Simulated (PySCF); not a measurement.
B3H5N3, SMILES N1BN[B]NB1, multiplicity 2.

Geometry optimised at r2SCAN-D4/def2-SVP. The isomer is the one that the SMILES or the coordinates give; other isomers of the formula were not compared.

Level of theory: PBE0/def2-TZVP in PySCF.

The molecule is in vacuum.

**Question.** Estimate the frontier levels, dipole moment and polarisability. (The exact figures need the calculation; the answer reports its results.)

**Answer.** 
```yaml
"α spin, highest occupied and lowest empty level": -5.65 and 0.13 eV
"β spin, highest occupied and lowest empty level": -8.25 and -0.91 eV
dipole_moment: 0.62 D
quadrupole, principal values (traceless, Buckingham form, about the centre of nuclear charge): -3.94, 0.14, 3.81 D·Å
mean_static_polarisability: 61.6 bohr³ (9.13 Å³)
polarisability_principal_values: 43.9, 70.3, 70.7 bohr³
"⟨S²⟩": 0.753 (pure state 0.75)
```
